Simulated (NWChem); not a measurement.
System: C$_{3}$H$_{7}$FSi; SMILES [SiH2](F)CC=C

The following NWChem deck was run.

```
start job
memory heap 200 mb stack 900 mb global 1100 mb
geometry units angstroms noautoz
  Si    -0.446857    -0.981313    -0.011446
  F      0.333262    -2.411264    -0.068115
  C      0.801037     0.405078     0.213436
  C      0.080216     1.690226     0.467459
  C     -0.177724     2.631709    -0.444800
  H     -1.185233    -0.812613    -1.294211
  H     -1.395156    -1.026991     1.138141
  H      1.465703     0.140994     1.053315
  H      1.421421     0.462251    -0.696146
  H     -0.301032     1.834192     1.486626
  H      0.174293     2.542740    -1.478023
  H     -0.742549     3.531163    -0.187542
end
basis spherical
  Si library pcseg-2
  F library pcseg-2
  C library pcseg-2
  H library pcseg-2
end
dft
  xc xpbe96 cpbe96
  iterations 150
  semidirect filesize 400000000
  mulliken
end
task dft energy
```

Parts of the log:

```
             Northwest Computational Chemistry Package (NWChem) 7.3.0
             --------------------------------------------------------

 C1  symmetry detected

                             Geometry "geometry" -> ""
                             -------------------------

 Output coordinates in angstroms (scale by  1.889725989 to convert to a.u.)

  No.       Tag          Charge          X              Y              Z
 ---- ---------------- ---------- -------------- -------------- --------------
    1 Si                  14.0000    -0.45438925    -0.96833984     0.10086238
    2 F                    9.0000     0.26147302    -2.40505909    -0.18186698
    3 C                    6.0000     0.82122337     0.40460005    -0.03232865
    4 C                    6.0000     0.21673570     1.69449547     0.42207257
    5 C                    6.0000    -0.27957556     2.64514903    -0.37484193
    6 H                    1.0000    -1.52522107    -0.78314898    -0.91804311
    7 H                    1.0000    -1.03696902    -1.01374903     1.47252071
    8 H                    1.0000     1.69436023     0.12803524     0.58253875
    9 H                    1.0000     1.15785004     0.46277386    -1.08055704
   10 H                    1.0000     0.14275370     1.83439011     1.50822807
   11 H                    1.0000    -0.23700327     2.56062595    -1.46590777
   12 H                    1.0000    -0.73787945     3.54789519     0.03653791

 Effective nuclear repulsion energy (a.u.)     218.3315644268

  pbe96 is a nonlocal functional; adding pw91lda local functional.

                                 NWChem DFT Module
                                 -----------------

 Summary of "ao basis" -> "ao basis" (spherical)
 ------------------------------------------------------------------------------
       Tag                 Description            Shells   Functions and Types
 ---------------- ------------------------------  ------  ---------------------
 Si                         pcseg-2                 12       34   5s4p2d1f
 F                          pcseg-2                 10       30   4s3p2d1f
 C                          pcseg-2                 10       30   4s3p2d1f
 H                          pcseg-2                  6       14   3s2p1d

            General Information
            -------------------
          SCF calculation type: DFT
          Wavefunction type:  closed shell.
          No. of atoms     :    12
          No. of electrons :    48
           Alpha electrons :    24
            Beta electrons :    24
          Charge           :     0
          Spin multiplicity:     1
          Use of symmetry is: off; symmetry adaption is: off
          Maximum number of iterations: 150
          AO basis - number of functions:   252
                     number of shells:    94
          Convergence on energy requested:  1.00D-06
          Convergence on density requested:  1.00D-05
          Convergence on gradient requested:  5.00D-04

              XC Information
              --------------
          PerdewBurkeErnzerhof Exchange Functional  1.000
            Perdew 1991 LDA Correlation Functional  1.000 local
           PerdewBurkeErnz. Correlation Functional  1.000 non-local

             Grid Information
             ----------------
          Grid used for XC integration:  medium
          Radial quadrature: Mura-Knowles
          Angular quadrature: Lebedev.
          Tag              B.-S. Rad. Rad. Pts. Rad. Cut. Ang. Pts.
          ---              ---------- --------- --------- ---------
          Si                  1.10       88          13.0       590
          F                   0.50       49          15.0       434
          C                   0.70       49          12.0       434
          H                   0.35       45          13.0       434
          Grid pruning is: on
          Number of quadrature shells:   599
          Spatial weights used:  Erf1

      Superposition of Atomic Density Guess
      -------------------------------------

 Sum of atomic energies:        -504.75051702

      Non-variational initial energy
      ------------------------------

 Total energy =    -507.195624
 1-e energy   =   -1128.161254
 2-e energy   =     402.634065
 HOMO         =      -0.299506
 LUMO         =      -0.009299

------------------------------------------------------------
EAF file 0: "./job.aoints.0" size=1467482112 bytes
------------------------------------------------------------
               write      read    awrite     aread      wait
               -----      ----    ------     -----      ----
     calls:     2799         0         0         0         0
   data(b): 1.47e+09  0.00e+00  0.00e+00  0.00e+00
   time(s): 0.00e+00  0.00e+00  0.00e+00  0.00e+00  0.00e+00
rate(mb/s): 0.00e+00  0.00e+00
------------------------------------------------------------

     ---------------------------------------------
      Total Density - Mulliken Population Analysis
     ---------------------------------------------

    Atom       Charge   Shell Charges
 -----------   ------   -------------------------------------------------------
    1 Si  14    12.88   2.00  0.47  1.52  0.74  0.43  5.92  0.46  1.01  0.12  0.01  0.18  0.02
    2 F    9     9.60   2.00  0.65  0.97  0.31  2.48  2.47  0.71  0.00  0.01  0.00
    3 C    6     6.44   2.00  0.57  0.48  0.14  1.33  1.57  0.31  0.01  0.04  0.00
    4 C    6     6.06   2.00  0.59  0.45  0.16  1.23  1.33  0.22  0.01  0.07  0.01
    5 C    6     6.21   2.00  0.59  0.45  0.18  1.31  1.35  0.29  0.01  0.03  0.00
    6 H    1     1.14   0.37  0.59  0.16  0.00  0.01  0.00
    7 H    1     1.14   0.37  0.59  0.17  0.00  0.01  0.00
    8 H    1     0.88   0.38  0.42  0.03  0.01  0.04  0.00
    9 H    1     0.89   0.38  0.43  0.04  0.01  0.04  0.00
   10 H    1     0.91   0.39  0.44  0.05  0.01  0.03  0.00
   11 H    1     0.92   0.39  0.44  0.05  0.01  0.04  0.00
   12 H    1     0.91   0.39  0.44  0.04  0.01  0.04  0.00

   convergence    iter        energy       DeltaE   RMS-Dens  Diis-err
 ---------------- ----- ----------------- --------- --------- ---------
 d= 0,ls=0.0,diis     1   -507.5160330192 -7.26D+02  5.52D-03  1.09D+00
 d= 0,ls=0.0,diis     2   -507.4047785704  1.11D-01  4.09D-03  2.33D+00
 d= 0,ls=0.0,diis     3   -507.5829348194 -1.78D-01  9.09D-04  2.19D-01
 d= 0,ls=0.0,diis     4   -507.5975938626 -1.47D-02  4.12D-04  1.65D-02
 d= 0,ls=0.0,diis     5   -507.5989337554 -1.34D-03  2.01D-04  6.08D-03
  Resetting Diis
 d= 0,ls=0.0,diis     6   -507.5996822667 -7.49D-04  7.75D-05  6.20D-04
 d= 0,ls=0.0,diis     7   -507.5997659749 -8.37D-05  3.45D-05  2.78D-05
 d= 0,ls=0.0,diis     8   -507.5997588344  7.14D-06  2.23D-05  8.47D-05
 d= 0,ls=0.0,diis     9   -507.5997693872 -1.06D-05  4.00D-06  2.48D-06
 d= 0,ls=0.0,diis    10   -507.5997696564 -2.69D-07  1.11D-06  2.12D-07

         Total DFT energy =     -507.599769656440
      One electron energy =    -1132.786099172064
           Coulomb energy =      456.720901867042
    Exchange-Corr. energy =      -49.866136778224
 Nuclear repulsion energy =      218.331564426805

 Numeric. integr. density =       48.000005159715

                       DFT Final Molecular Orbital Analysis
                       ------------------------------------

 Vector   22  Occ=2.000000D+00  E=-3.048696D-01
              MO Center=  2.9D-02,  5.0D-01,  4.1D-02, r^2= 4.5D+00
   Bfn.  Coefficient  Atom+Function         Bfn.  Coefficient  Atom+Function
  ----- ------------  ---------------      ----- ------------  ---------------
    70      0.229000   3 C  py               73      0.197951   3 C  py
    99      0.181161   4 C  px               39      0.177596   2 F  px
   102      0.148274   4 C  px               42      0.145309   2 F  px
    12     -0.135973   1 Si px              130      0.123932   5 C  py
   240      0.103755  12 H  s                45      0.100843   2 F  px

 Vector   23  Occ=2.000000D+00  E=-2.952154D-01
              MO Center= -7.5D-01, -1.0D+00,  1.8D-01, r^2= 2.8D+00
   Bfn.  Coefficient  Atom+Function         Bfn.  Coefficient  Atom+Function
  ----- ------------  ---------------      ----- ------------  ---------------
   170     -0.248346   7 H  s               156      0.237687   6 H  s
    41      0.215099   2 F  pz               14     -0.205910   1 Si pz
   169     -0.194239   7 H  s               155      0.187633   6 H  s
    44      0.176072   2 F  pz              171     -0.145419   7 H  s
   157      0.136821   6 H  s                 8      0.131979   1 Si pz

 Vector   24  Occ=2.000000D+00  E=-2.328021D-01
              MO Center=  2.2D-02,  1.6D+00, -3.3D-02, r^2= 3.0D+00
   Bfn.  Coefficient  Atom+Function         Bfn.  Coefficient  Atom+Function
  ----- ------------  ---------------      ----- ------------  ---------------
   129      0.266450   5 C  px              132      0.236255   5 C  px
    99      0.211067   4 C  px              102      0.192670   4 C  px
    69     -0.134667   3 C  px              135      0.130428   5 C  px
   130      0.127756   5 C  py               12      0.122014   1 Si px
   100      0.120632   4 C  py                4      0.114192   1 Si s

 Vector   25  Occ=0.000000D+00  E=-4.787412D-02
              MO Center= -9.4D-02,  1.4D+00,  7.6D-04, r^2= 4.7D+00
   Bfn.  Coefficient  Atom+Function         Bfn.  Coefficient  Atom+Function
  ----- ------------  ---------------      ----- ------------  ---------------
    68      0.494905   3 C  s               105      0.448564   4 C  px
   135     -0.444938   5 C  px               98     -0.350198   4 C  s
   106      0.311458   4 C  py               75     -0.286056   3 C  px
   136     -0.261394   5 C  py              102      0.256439   4 C  px
   129     -0.253008   5 C  px              132     -0.250806   5 C  px

 Vector   26  Occ=0.000000D+00  E=-1.268973D-02
              MO Center= -4.9D-01, -3.9D-01,  1.0D-01, r^2= 6.8D+00
   Bfn.  Coefficient  Atom+Function         Bfn.  Coefficient  Atom+Function
  ----- ------------  ---------------      ----- ------------  ---------------
    16      0.925558   1 Si py               68     -0.782758   3 C  s
     5      0.752144   1 Si s                13      0.407170   1 Si py
   105      0.397074   4 C  px              213      0.386915  10 H  s
   199     -0.368681   9 H  s                38      0.319798   2 F  s
    75      0.290238   3 C  px               77     -0.225467   3 C  pz

 Vector   27  Occ=0.000000D+00  E=-5.496835D-03
              MO Center=  4.6D-01,  1.6D-01,  1.9D-01, r^2= 8.6D+00
   Bfn.  Coefficient  Atom+Function         Bfn.  Coefficient  Atom+Function
  ----- ------------  ---------------      ----- ------------  ---------------
    68      1.515632   3 C  s                15     -0.866151   1 Si px
   213     -0.843717  10 H  s               128      0.801622   5 C  s
   185     -0.805476   8 H  s               199     -0.764908   9 H  s
    98      0.689883   4 C  s               107      0.619445   4 C  pz
   157     -0.589721   6 H  s               171     -0.560040   7 H  s

------------------------------------------------------------
EAF file 0: "./job.aoints.0" size=2447376384 bytes
------------------------------------------------------------
               write      read    awrite     aread      wait
               -----      ----    ------     -----      ----
     calls:     4668         9         0     42003     42003
   data(b): 2.45e+09  4.72e+06  0.00e+00  2.20e+10
   time(s): 0.00e+00  0.00e+00  0.00e+00  0.00e+00  0.00e+00
rate(mb/s): 0.00e+00  0.00e+00
------------------------------------------------------------

     ---------------------------------------------
      Total Density - Mulliken Population Analysis
     ---------------------------------------------

    Atom       Charge   Shell Charges
 -----------   ------   -------------------------------------------------------
    1 Si  14    13.17   2.01  0.45  1.52  0.82  0.36  5.90  0.62  1.12  0.07  0.01  0.26  0.03
    2 F    9     9.39   2.00  0.64  0.94  0.36  2.38  2.21  0.85  0.00  0.01  0.00
    3 C    6     6.27   2.00  0.52  0.50  0.08  1.41  1.42  0.31  0.01  0.04  0.00
    4 C    6     6.11   2.00  0.54  0.48  0.14  1.38  1.26  0.24  0.01  0.06  0.00
    5 C    6     6.12   2.00  0.54  0.46  0.16  1.39  1.22  0.31  0.01  0.03  0.00
    6 H    1     1.13   0.40  0.56  0.15  0.00  0.02  0.00
    7 H    1     1.14   0.40  0.56  0.16  0.00  0.02  0.00
    8 H    1     0.92   0.43  0.42  0.03  0.01  0.04  0.00
    9 H    1     0.92   0.43  0.41  0.03  0.01  0.04  0.00
   10 H    1     0.93   0.44  0.41  0.04  0.01  0.03  0.00
   11 H    1     0.95   0.44  0.43  0.04  0.01  0.04  0.00
   12 H    1     0.94   0.44  0.42  0.04  0.01  0.03  0.00

     -------------------------------------------
      Total Density - Lowdin Population Analysis
     -------------------------------------------

    Atom       Charge   Shell Charges
 -----------   ------   -------------------------------------------------------
    1 Si  14    13.09   1.99  0.79  1.13  0.48  0.28  5.70  0.81  1.05  0.36  0.01  0.41  0.09
    2 F    9     9.28   1.99  0.66  0.72  0.40  2.25  2.23  1.00  0.00  0.01  0.00
    3 C    6     6.25   1.97  0.35  0.33  0.17  1.21  1.47  0.54  0.01  0.17  0.02
    4 C    6     6.06   1.97  0.36  0.32  0.16  1.18  1.30  0.49  0.01  0.25  0.02
    5 C    6     6.01   1.97  0.35  0.33  0.17  1.18  1.32  0.50  0.01  0.17  0.02
    6 H    1     1.17   0.38  0.52  0.21  0.00  0.05  0.00
    7 H    1     1.17   0.38  0.52  0.22  0.00  0.05  0.00
    8 H    1     0.99   0.37  0.36  0.11  0.01  0.13  0.02
    9 H    1     0.99   0.37  0.36  0.11  0.01  0.13  0.02
   10 H    1     0.99   0.37  0.36  0.11  0.01  0.12  0.02
   11 H    1     1.00   0.37  0.36  0.11  0.01  0.12  0.02
   12 H    1     0.99   0.37  0.36  0.11  0.01  0.12  0.02

     Multipole analysis of the density
     ---------------------------------

     L   x y z        total         alpha         beta         nuclear
     -   - - -        -----         -----         ----         -------
     0   0 0 0      0.000000    -24.000000    -24.000000     48.000000

     1   1 0 0      0.027305      0.013653      0.013653     -0.000000
     1   0 1 0      0.567299      0.283649      0.283649      0.000000
     1   0 0 1      0.086881      0.043440      0.043440     -0.000000

     2   2 0 0    -29.180058    -44.117817    -44.117817     59.055577
     2   1 1 0      0.010079     -0.523280     -0.523280      1.056638
     2   1 0 1      0.124440     -0.105051     -0.105051      0.334542
     2   0 2 0    -32.379116   -283.587682   -283.587682    534.796247
     2   0 1 1     -0.297941      2.036015      2.036015     -4.369971
     2   0 0 2    -27.539620    -33.948706    -33.948706     40.357792
```

Level: PBE/pcseg-2. Structure relaxed at the PBE0/def2-SVP level. No frequency run checked for a minimum.
